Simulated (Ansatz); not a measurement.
`OB[TeH]` + HCl → `ClB[TeH]` + H₂O  (ligand exchange at a B–O bond)

Computed with Ansatz on PBE0-D4/def2-TZVP structures; ΔE is electronic, products minus reactants. CCSD(T)/CBS is the MP2 limit (def2-TZVPP, def2-QZVPP) plus CCSD(T) − MP2 in def2-TZVPP, frozen cores. This one scheme is used for every species. def2 core potentials past Kr. For Te outer-core shells are correlated without core-valence functions, which leaves a few kJ/mol of doubt a bond. One conformer a species, not always the lowest.

| species | CCSD(T)/def2-SVP energy (Eh) |
| --- | --- |
| `OB[TeH]` | -368.69485 |
| HCl | -460.10218 |
| `ClB[TeH]` | -752.60426 |
| H₂O | -76.17468 |

Q: Work out ΔE.

A: ΔE = (-752.60426) + (-76.17468) − (-368.69485) − (-460.10218) = 0.01809 Eh = +0.49 eV. CCSD(T)/CBS gives +0.32 eV.

Largest T1 diagnostic among the species: 0.014.

At CCSD(T), def2-SVP lies +0.18 eV from the extrapolated value and def2-TZVPP +0.05 eV. Leaving LDA and LC-ωPBE aside and taking each functional with its dispersion term where it has one, the values, not all of them listed here, spread over 0.14 eV, from revPBE-D4 to CAM-B3LYP-D4. LDA lies +0.06 eV from PBE without D4. In def2-TZVPP, CCSD(T) changes the Hartree–Fock value by −0.12 eV (the triples alone add −0.03 eV) and MP2 by −0.16 eV.
